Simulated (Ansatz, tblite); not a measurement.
Isomers of PbS₂⁻ (doublet), found by a short tight-binding search and relaxed with PBE-D4/def2-TZVPD in Ansatz.

In the def2 sets Pb takes a core potential; there is no spin–orbit coupling. The xTB rows come from tblite. Correlated methods freeze 14 core orbitals; core or outer-core shells of Pb are correlated, in sets that lack core-valence functions.

A: At LDA (SPW92)/def2-TZVPD, PBE-D4/def2-TZVPD, r2SCAN-D4/def2-TZVPD, PBE0-D4/def2-TZVPD the highest occupied level of the charge -1 doublet lies above zero (up to 0.99 eV). It is a level of α spin, whose loss leaves a singlet; that state wasn't run at this geometry and level. The electron is either unbound and held by the finite basis, or the level is raised by self-interaction error. B: At CCSD(T)/def2-TZVPPD the charge -1 doublet is spin-contaminated (final ⟨S²⟩ up to 0.83, 0.75 for a pure state).

Other spin states were run for one of them alone.

A:

```tsv
atom	x (Å)	y (Å)	z (Å)
Pb1	0.0182	-1.6000	0.0971
S2	-1.0268	0.8079	0.2724
S3	1.0085	0.7921	-0.3695
```

B:

```
atom   x (Å)   y (Å)   z (Å)
 Pb1   0.413   0.571   0.119
  S2  -1.984   0.909   0.375
  S3   1.571  -1.480  -0.494
```

Estimate which lies lowest at each level, and how far above it the others are (eV).


| level | A | B |
| --- | --- | --- |
| GFN1-xTB | 0.42 | 0.00 |
| GFN2-xTB | 0.84 | 0.00 |
| HF/def2-TZVPPD | 0.00 | 0.05 |
| LDA (SPW92)/def2-TZVPD | 0.08 | 0.00 |
| PBE-D4/def2-TZVPD | 0.16 | 0.00 |
| r2SCAN-D4/def2-TZVPD | 0.14 | 0.00 |
| PBE0-D4/def2-TZVPD | 0.01 | 0.00 |
| ωB97X-V/def2-TZVPD | 0.00 | 0.06 |
| MP2/def2-TZVPPD | 0.00 | 0.12 |
| CCSD/def2-TZVPPD | 0.00 | 0.00 |
| CCSD(T)/def2-TZVPPD | 0.08 | 0.00 |
Point groups (tolerance 0.1 Å): A C2v, B C2v. Lower isomers may exist.
